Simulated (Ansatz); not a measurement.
A nudged elastic band was laid between two geometries of BGeH₅O (8 atoms, charge 0, multiplicity 1).

Method: RKS PBE/def2-SVP (Ansatz 0.2.0).

| Item | Value |
| --- | --- |
| movable images | 7 |
| climbing image | yes |
| spring | 5.0 eV/Å² |
| optimiser | quadratic models (default) |
| start path | through a guess of the saddle point |
| force threshold | 0.05 eV/Å |
| iteration limit | 60 |
| end points | relaxed |

Initial state:

```xyz
8
Properties=species:S:1:pos:R:3
O -1.665 0.399 -0.722
B -0.318 0.256 -0.808
Ge 0.729 -0.344 0.885
H -2.067 0.683 -1.565
H 0.263 0.477 -1.864
H -0.165 -0.569 2.135
H 1.503 -1.668 0.615
H 1.813 0.708 1.266
```

Final state:

```xyz
8
Properties=species:S:1:pos:R:3
O -0.883 0.421 -1.147
B 0.591 0.280 -1.320
Ge 0.892 -0.317 0.699
H -1.379 0.228 -0.211
H -1.435 0.702 -1.903
H -0.715 -0.220 1.108
H 1.356 -1.769 1.034
H 1.664 0.617 1.684
```

(1) What changes between the two ends?

(2) Give the energies along the band, and the barrier.

(3) What is the geometry of the highest image?

The band took 45 iterations and about 7 core-minutes.

Results:

(1) Bonds broken: B2–H5. Bonds formed: O1–H5.

(2) The run converged. The highest image is number 7 of 0 to 8, 4.85 eV above the first end and 0.28 eV above the last; the last end lies 4.57 eV above the first. The profile has 4 maxima (images 1, 3, 5, 7) with wells between them (images 2, 4, 6): this band takes more than one step, which may be the mechanism or a detour left from its start path. A structure lower than the first end lies on the path between it and the top, so the climb from that side starts below the end, which may itself be a saddle point or a shallow side well. Neighbouring images differ by up to 4.9 eV, so the band resolves the path poorly. A vibrational analysis at the climbing image gives one clearly imaginary mode, 1118i cm⁻¹: a first-order saddle point. The orbitals stay closed-shell, which can raise the energy where a bond breaks towards radicals; this wasn't checked here.

```tsv
image	path coordinate (Å)	energy (eV)	B2–H5 (Å)	O1–H5 (Å)
0	0.00	0.00	1.23	2.24
1	1.68	0.02	1.22	2.24
2	3.36	0.00	1.23	2.24
3	5.04	0.02	1.22	2.17
4	6.72	-0.01	1.22	2.18
5	8.40	0.02	1.22	2.17
6	10.07	-0.01	1.22	2.18
7	11.75	4.85	1.68	1.05
8	12.91	4.57	2.15	0.98
```

(3) 
```xyz
8
Properties=species:S:1:pos:R:3
O -1.112 0.719 -1.116
B 0.370 0.367 -1.113
Ge 0.853 -0.369 0.800
H -1.866 0.382 -0.505
H -0.944 0.570 -2.141
H -0.499 -0.451 1.619
H 1.460 -1.801 0.788
H 1.831 0.526 1.612
```

Run time: 3.8 min on 2 threads of Intel(R) Xeon(R) Platinum 8488C (Sapphire Rapids), with other jobs on the host, peak memory 0.14 GiB.
